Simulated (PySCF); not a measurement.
Al(Cl)(H)(SeH) (AlClH2Se), SMILES [Cl][AlH][SeH]. Geometry: PBE0-D3(BJ)/def2-TZVP. One conformer was computed; it need not be the lowest.

TDA-LC-ωPBE/def2-SVPD (PySCF) puts the lowest singlet excitations at 5.87, 6.08, 6.33, 6.47, 7.49, 7.80 eV.

Question: What are the lowest excitation roots from ADC(2)/aug-cc-pVDZ (PySCF)? (The exact figures need the calculation; the answer reports its results.)

Answer: 5.70, 5.88, 5.98, 6.31, 7.43, 7.51 eV. S1 differs by -0.17 eV (second minus first; roots are paired by order, and the bases may differ).
